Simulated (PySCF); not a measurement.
## From computed data to an observable: oscillator strength and radiative lifetime

C2H3Cl2FSi, SMILES F/C(=C/Cl)[SiH2]Cl.

Geometry optimised at PBE0-D3(BJ)/def2-SVP. The structure was generated by enumeration; whether it is a known compound was not checked. One conformer was computed; it need not be the lowest.

PySCF with TDA-PBE/def2-SVPD puts the first singlet state with f over 0.02 at 5.20 eV (vertical), with the transition dipole (-0.920, 0.454, 0.113) in atomic units.

### Question
Find the oscillator strength, the wavelength and the radiative lifetime that this transition would have in vacuum if emission retraced absorption.

### Answer

|μ|² = 1.0653 au, so |μ| = 2.62 D. ΔE = 5.20/27.211 = 0.1911 hartree. f = (2/3) ΔE |μ|² = 0.136 (the program prints 0.136).
λ = 1239.84/5.20 = 238 nm; ν = 41941 cm⁻¹.
Einstein's coefficient A = 0.6670 ν² f s⁻¹ (ν in cm⁻¹) = 1.6e8 s⁻¹, so τ = 1/A = 6.3 ns. This state is S1. The figure is the radiative limit of this one transition; relaxation, internal conversion, crossing to triplets and a medium change what is measured.
